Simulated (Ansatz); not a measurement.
BClH4OSi, SMILES `[SiH3]OBCl`. Total charge 0; spin multiplicity 1.

| atom | x (Å) | y (Å) | z (Å) |
| --- | --- | --- | --- |
| Si1 | 1.000 | 0.566 | 0.377 |
| O2 | -0.649 | 0.314 | 0.346 |
| B3 | -1.420 | -0.551 | -0.317 |
| Cl4 | -0.704 | -1.733 | -1.424 |
| H5 | 1.476 | 0.933 | -0.977 |
| H6 | 1.217 | 1.682 | 1.323 |
| H7 | 1.684 | -0.659 | 0.855 |
| H8 | -2.604 | -0.553 | -0.185 |

(1) List the harmonic frequencies (cm⁻¹, unscaled) at PBE0-D4/def2-TZVP in Ansatz. (An estimate is asked.)

(2) Is this a minimum?

(3) Give the ideal-gas thermochemistry at 298.15 K and 1 bar (rigid rotor, harmonic oscillator; point group Cs, symmetry number 1).

(4) And at 400, 500, 600, 800 and 1000 K?

(5) Rotational constants (cm⁻¹)?

## Answers

(1) Computed: 90, 102, 195, 431, 711, 719, 731, 806, 847, 947, 957, 961, 1119, 1386, 2250, 2257, 2267, 2675.

(2) Yes, all 18 modes are real.

(3) Zero-point energy 116.3 kJ/mol; H(298) − E = 134.0 kJ/mol; entropy 324.4 J/(mol·K), of which translation 165.6, rotation 109.7, vibration 49.2; G(298) − E = 37.3 kJ/mol. Modes under 100 cm⁻¹ are hindered rotations or soft bends, so the harmonic entropy is rough.

(4) 
```csv
T (K),H − E (kJ/mol),S (J/mol/K),G − E (kJ/mol)
400,143.6,351.9,2.8
500,154.5,376.2,-33.6
600,166.6,398.1,-72.3
800,193.4,436.6,-155.9
1000,222.7,469.3,-246.6
```

(5) 0.3679, 0.07969, 0.06706.
